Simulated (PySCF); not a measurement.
Frontier orbitals and the lowest excitations

Compound: C5H10ClNO.
Geometry (GFN2-xTB, Å), atoms numbered from 1 in this order:
```xyz
18
C5H10ClNO angstrom
C     -2.846   -0.166   -0.088
C     -1.639    0.764   -0.121
N     -0.407    0.016   -0.230
C      0.501    0.234   -1.198
O      0.364    1.054   -2.080
C      1.747   -0.647   -1.090
C      2.743   -0.071   -0.094
Cl     2.155   -0.228    1.584
H     -2.882   -0.768   -0.993
H     -3.760    0.417   -0.021
H     -2.794   -0.829    0.772
H     -1.681    1.422   -0.991
H     -1.616    1.379    0.786
H     -0.193   -0.630    0.515
H      2.224   -0.663   -2.072
H      1.476   -1.665   -0.808
H      2.906    0.992   -0.276
H      3.693   -0.605   -0.135
```

Theory: TDDFT PBE0/def2-SVPD, vertical, gas phase, core orbitals frozen in the response in PySCF 2.14.0, density-fitted response routines.

Frontier orbitals with the atoms that hold most of them (Löwdin shares over 4%, at most four atoms; ? is withheld):

| orbital | ε (eV) | atoms |
| --- | --- | --- |
| HOMO-3 | -8.93 | Cl8 70%, C7 10%, C6 6% |
| HOMO-2 | -8.83 | Cl8 76%, C7 13%, H17 5% |
| HOMO-1 | -7.48 | ? |
| HOMO | -7.31 | ? |
| LUMO | 0.23 | Cl8 22%, C7 14%, C4 12%, O5 10% |
| LUMO+1 | 0.33 | Cl8 41%, C7 14%, C1 6%, H14 6% |
| LUMO+2 | 0.90 | C4 15%, Cl8 13%, C1 12%, O5 10% |

(1) Give the leading atoms of the HOMO.

(2) Which atoms hold the HOMO-1, and with what shares?

(3) How does S1 compare with the orbital gap of 7.54 eV?

Results:

(1) O5 (bonded to C) 45%; N3 (bonded to 2 C and H) 24%; C4 (bonded to C, N and O) 8%; C6 (bonded to 2 C and 2 H) 5%. By element: oxygen 45%, nitrogen 24%, carbon 13% or more.

(2) O5 (bonded to C) 48%; N3 (bonded to 2 C and H) 23%; C4 (bonded to C, N and O) 10%; C6 (bonded to 2 C and 2 H) 5%. By element: oxygen 48%, nitrogen 23%, carbon 15% or more.

(3) S1 is at 5.74 eV (f = 0.0021), 1.80 eV below the gap, made of HOMO→LUMO (33%), HOMO-1→LUMO (25%), HOMO→LUMO+2 (10%). 

Next come S2 at 6.61 eV (f 0.0014), HOMO→LUMO+1 (75%), HOMO→LUMO (20%); S3 at 6.64 eV (f 0.063), HOMO→LUMO (35%), HOMO-1→LUMO+1 (26%), HOMO-1→LUMO (16%); S4 at 6.84 eV (f 0.0039), HOMO-1→LUMO+1 (56%), HOMO-1→LUMO (35%); S5 at 6.98 eV (f 0.0067), HOMO→LUMO+2 (39%), HOMO-1→LUMO (17%), HOMO-1→LUMO+2 (14%).

Hardware: one thread, Intel Xeon at 2.50 GHz (x86_64), shared host with 64 logical CPUs at a one-minute load of 57. Cost: 2.1 min wall (with the writing of density and orbital grids), 1.0 GiB resident at most.

One conformer stands for the species.
